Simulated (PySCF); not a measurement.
CF₂, SMILES F[C]F (connectivity only; charge and spin as stated), neutral, multiplicity 1. Geometry optimised at B3LYP-D3(BJ)/def2-TZVP. The isomer is the one that the SMILES or the coordinates give; other isomers of the formula were not compared.

TDA-PBE/def2-TZVPD in PySCF 2.14.0 puts the lowest singlet excitations at 5.06, 7.37, 7.79, 8.38, 8.81, 8.88 eV.

Task: What are the lowest excitation roots from ADC(2)/aug-cc-pVDZ (PySCF)? (Estimate from the structure and the level; the computed values follow.)

Result: 4.96, 7.92, 9.11, 9.22, 9.67, 9.74 eV. S1 differs by -0.11 eV (second minus first; roots are paired by order, and the bases may differ).
